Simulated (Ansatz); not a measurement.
Coupled-cluster diagnostics for TaSe₂⁺ (the lowest singlet isomer of a short search), Ansatz.

Geometry of the singlet (r2SCAN-D4/def2-TZVP):

Cartesian coordinates in Å:
```
Ta 0.457 -0.525 -0.589
Se 1.319 1.004 0.836
Se -1.777 -0.480 -0.246
```

In the def2 sets Ta takes a core potential; there is no spin–orbit coupling. Correlated methods freeze 18 core orbitals; core or outer-core shells of Ta, Se are correlated, in sets that lack core-valence functions. The structure comes from a short search, and lower isomers may exist.

Problem. Estimate the CCSD(T) correlation energy, the shares of MP2 and (T), T1 and the reference's ⟨S²⟩ for: charge 1, singlet, own geometry in def2-TZVPP; and the rough time on 4 threads of AMD EPYC 7B13 on a shared host.

Solution. 
```
                          state       basis  correlation (eV)  MP2 share (%)  (T) share (%)     T1  ⟨S²⟩ (pure)  wall time                  remarks
charge 1, singlet, own geometry  def2-TZVPP           -25.814           99.3            6.0  0.024  0.00 (0.00)       18 s  restricted SCF unstable
```
Customary marks for T1 are 0.02 (closed shells), 0.045 (open shells) and about 0.05 (3d metals). T1 exceeds 0.02 in 1 of 1 rows and 0.045 in 0; the higher it lies, the less the single-reference result can be trusted.
